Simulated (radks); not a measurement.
The numbers below are computed, except where a source is named.
Task: Bi, 83 electrons, occupied as [Hg] 6p3. Code: a radial shooting solver on a logarithmic mesh with Libxc functionals. Model: Dirac Kohn-Sham, PBE, spin-unpolarised, spherical densities, finite nucleus; open shells fill j = l - 1/2 first; Fermi nuclear charge, rms radius 5.5211 fm. Some entries of the table are withheld. Estimate them.

orbital,occ.,eigenvalue (eV),<r^2> (bohr^2)
1s1/2,2,-90450.36,0.0003465
2s1/2,2,-16237.42,0.005190
2p1/2,2,-15608.15,0.003643
2p3/2,4,-13288.75,0.004823
3s1/2,2,-3918.369,0.03361
3p1/2,2,(1),0.03049
3p3/2,4,(2),0.03680
3d3/2,4,-2641.408,0.02802
3d5/2,6,-2531.297,0.02972
4s1/2,2,-898.5698,0.1606
4p1/2,2,-773.8246,0.1625
4p3/2,4,-645.8550,0.1933
4d3/2,4,-442.2963,(3)
4d5/2,6,-418.4071,(4)
5s1/2,2,-156.2869,0.7755
4f5/2,6,(5),0.2291
4f7/2,8,(6),0.2355
5p1/2,2,-113.0063,0.8838
5p3/2,4,-88.3733,1.072
5d3/2,4,(7),(8)
5d5/2,6,(9),(10)
6s1/2,2,-13.8402,5.437
6p1/2,2,-5.5601,(11)
6p3/2,1,-3.7103,(12)

Result: 
(1) 3p1/2 eigenvalue (eV): -3632.270
(2) 3p3/2 eigenvalue (eV): -3112.968
(3) 4d3/2 <r^2> (bohr^2): 0.2000
(4) 4d5/2 <r^2> (bohr^2): 0.2105
(5) 4f5/2 eigenvalue (eV): -154.2766
(6) 4f7/2 eigenvalue (eV): -148.7865
(7) 5d3/2 eigenvalue (eV): -27.9896
(8) 5d3/2 <r^2> (bohr^2): 1.702
(9) 5d5/2 eigenvalue (eV): -24.9995
(10) 5d5/2 <r^2> (bohr^2): 1.833
(11) 6p1/2 <r^2> (bohr^2): 9.015
(12) 6p3/2 <r^2> (bohr^2): 12.43
